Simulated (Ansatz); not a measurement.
A CCSD(T) single point on C2H5NOSi.

```yaml
crystal:
  periodic: [false, false, false]
  atoms:
    - {symbol: C, position_ang: [-1.537848, -0.368061, -0.080582]}
    - {symbol: Si, position_ang: [0.168528, -0.111122, 0.567310]}
    - {symbol: N, position_ang: [1.534654, -0.766860, -0.336488]}
    - {symbol: C, position_ang: [1.801436, 0.469337, -0.525598]}
    - {symbol: O, position_ang: [0.916140, 1.352969, 0.040232]}
    - {symbol: H, position_ang: [-1.569303, -0.216394, -1.160893]}
    - {symbol: H, position_ang: [-1.872607, -1.385722, 0.138374]}
    - {symbol: H, position_ang: [-2.237137, 0.324513, 0.395060]}
    - {symbol: H, position_ang: [0.241452, -0.255927, 2.039776]}
    - {symbol: H, position_ang: [2.637885, 0.906067, -1.074290]}
basis:
  gaussian: {orbitals: def2-SVP}
correlation: {method: ccsd_t}
```

```sh
$ ansatz run in.yaml --threads 4 --pin off --events-out ev --progress --plain
```

Output of Ansatz, abridged:

```
Functional definition: HF
988 factors; integrals over basis functions are off by at most 1.3e-3 eV
mean field evaluation 1: about -13510.7558 eV, gradient 4.1e1 eV
mean field evaluation 2: about -13510.7600 eV, gradient 4.1e1 eV
mean field evaluation 4: about -13514.6430 eV, gradient 3.7e0 eV
mean field evaluation 8: about -13514.6993 eV, gradient 2.4e-1 eV
mean field evaluation 16: about -13514.6870 eV, gradient 1.4e0 eV
mean field -13514.69965390 eV, -496.6560516883 hartree, gradient 2.2e-6 eV, S^2 0.000000; 0 other end points of the search recorded, 0 dependent functions left out
9 core orbitals not correlated: weight in the atoms' cores, before any rotation towards them, 1.000 or more for the frozen orbitals, at most 0.000 for the correlated occupied ones
reference -13514.69965390 eV, -496.6560516883 hartree; 14, 14 occupied and 76, 76 virtual orbitals, 988 factors
second order -19.17047614 eV of doubles, -0.00000000 eV of singles
cycle   1  -19.47724298 eV  change   -3.1e-1 eV  update   1.1e-1
cycle   2  -20.03052549 eV  change   -5.5e-1 eV  update   3.4e-2
cycle   3  -20.17304933 eV  change   -1.4e-1 eV  update   1.8e-2
cycle   4  -20.16941823 eV  change    3.6e-3 eV  update   4.6e-3
cycle   5  -20.16758018 eV  change    1.8e-3 eV  update   2.1e-3
cycle   6  -20.16822665 eV  change   -6.5e-4 eV  update   6.0e-4
cycle   7  -20.16787385 eV  change    3.5e-4 eV  update   2.1e-4
cycle   8  -20.16782281 eV  change    5.1e-5 eV  update   7.5e-5
cycle   9  -20.16783231 eV  change   -9.5e-6 eV  update   3.2e-5
perturbative correction -0.68319069 eV, -0.0251067947 hartree
Total energy: -13535.55067689 eV, -497.4223126501 hartree
```

Hardware: 4 threads of a server CPU on a shared host. Wall time 4.2 s, peak host memory 0.42 GiB.

The correlation energy is -20.851 eV, 3.3 % of it from (T); the T1 diagnostic reads 0.0143.
